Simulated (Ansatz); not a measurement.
`BN=C=N` + H₂Se → `B[SeH]` + `N=C=N` at 700 K and 1 bar (ligand exchange at a B–N bond).

Program: Ansatz. Geometries: PBE0-D4/def2-TZVP. ΔE: electronic, gas phase. CBS: MP2 limit from def2 TZ/QZ plus the TZ coupled-cluster correction, frozen cores. This one scheme is used for every species. For Se outer-core shells are correlated without core-valence functions, which leaves a few kJ/mol of doubt a bond. Scalar relativity is left out up to krypton. Each species was taken in one conformer, which may not be the lowest.

```csv
species,CCSD(T)/CBS energy (Eh),H − E (kJ/mol),S (J/(mol·K))
`BN=C=N`,-174.03719,171.0,361.8
H₂Se,-2401.89790,61.1,251.1
`B[SeH]`,-2427.30556,113.4,312.4
`N=C=N`,-148.62207,124.0,292.4
```

H − E and S are ideal-gas, rigid-rotor, harmonic terms from PBE0-D4/def2-TZVP, for one conformer and one mirror image of each species. 1 Eh = 2625.50 kJ/mol, R = 8.31446 J/(mol·K).

Task: By hand: ΔE, ΔH, ΔS and ΔG.

Result: ΔE = (-2427.30556) + (-148.62207) − (-174.03719) − (-2401.89790) = 0.00746 Eh = 19.6 kJ/mol. Δ(H − E) = 113.4 + 124.0 − 171.0 − 61.1 = 5.3, so ΔH = 24.9 kJ/mol. ΔS = 312.4 + 292.4 − 361.8 − 251.1 = -8.1 J/(mol·K). ΔG = 24.9 − 700 × (-8.1)/1000 = 30.6 kJ/mol.

Task: By hand: the equilibrium constant, and the temperature at which ΔG would vanish if ΔH and ΔS stayed fixed.

Result: log₁₀ K = −ΔG/(RT ln 10) = -2.3. ΔH and −TΔS have one sign here, so there is no such temperature.

The number of gas molecules stays the same, so ΔS is small and ΔH decides. A doubt of 5 kJ/mol in ΔE shifts log₁₀ K by 0.4 here. Other conformers and mirror images would add mixing entropy, several J/(mol·K) or more a flexible species. These are equilibria of isolated gas molecules and say nothing of rates. Largest T1 diagnostic: 0.017 (customary marks: 0.02 for closed shells, 0.045 for open ones).

ΔS is within the doubt of such terms, so its sign, and with it that verdict, could turn.
